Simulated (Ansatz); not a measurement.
`[OH2+][Cu-][F]`. Charge 0, multiplicity 1.

(1) What are the harmonic wavenumbers in cm⁻¹ at PBE0-D4/def2-TZVP (Ansatz, finite differences of forces, unscaled)? (An estimate is asked.)

(2) Is this a minimum?

(3) Give the ideal-gas thermochemistry at 298.15 K and 1 bar (rigid rotor, harmonic oscillator; point group Cs, symmetry number 1).

Results:

(1) Computed: 146, 149, 385, 444, 608, 633, 1625, 3816, 3906.

(2) Yes, all 9 modes are real.

(3) Zero-point energy 70.0 kJ/mol; H(298) − E = 85.7 kJ/mol; entropy 290.9 J/(mol·K), of which translation 166.4, rotation 90.7, vibration 33.8; G(298) − E = -1.0 kJ/mol.
